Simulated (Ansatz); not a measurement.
`C=C1C[SiH]1F` → `FCC1=C[SiH2]1`  (isomerisation)

Computed with Ansatz on PBE0-D4/def2-TZVP structures; ΔE is electronic, products minus reactants. CBS: MP2 limit from def2 TZ/QZ plus the TZ coupled-cluster correction, frozen cores. Each species was taken in one conformer, which may not be the lowest.

`C=C1C[SiH]1F`:

Cartesian coordinates in Å:
```
C 0.899 1.395 -0.652
C 0.160 0.415 -0.164
C 0.436 -1.013 0.328
Si -1.313 -0.447 0.397
F -2.384 -1.020 -0.635
H 0.455 2.336 -0.961
H 1.976 1.299 -0.767
H 0.748 -1.714 -0.446
H 1.025 -1.120 1.239
H -2.002 -0.133 1.661
```

`FCC1=C[SiH2]1`:

Z-matrix (Å, degrees):
```
C
C 1 1.473
F 1 1.380 2 111.7
H 1 1.096 2 110.4 3 119.9
H 1 1.096 2 110.5 3 -120.0
Si 2 1.811 1 154.1 3 -1.5
C 2 1.333 1 137.9 3 178.8
H 6 1.482 2 121.2 1 75.7
H 6 1.482 2 121.3 1 -75.3
H 7 1.083 2 135.8 1 -0.1
```

```tsv
species	MP2/def2-TZVPP energy (Eh)
`C=C1C[SiH]1F`	-505.82086
`FCC1=C[SiH2]1`	-505.74791
```

Question: Work out ΔE.

Answer: ΔE = (-505.74791) − (-505.82086) = 0.07295 Eh = +45.8 kcal/mol. CCSD(T)/CBS gives +45.3 kcal/mol.

Largest T1 diagnostic among the species: 0.012.

At CCSD(T), def2-SVP lies −7.0 kcal/mol from the extrapolated value and def2-TZVPP −1.0 kcal/mol. In def2-TZVPP, CCSD(T) changes the Hartree–Fock value by +2.0 kcal/mol (the triples alone add −0.0 kcal/mol) and MP2 by +3.4 kcal/mol.
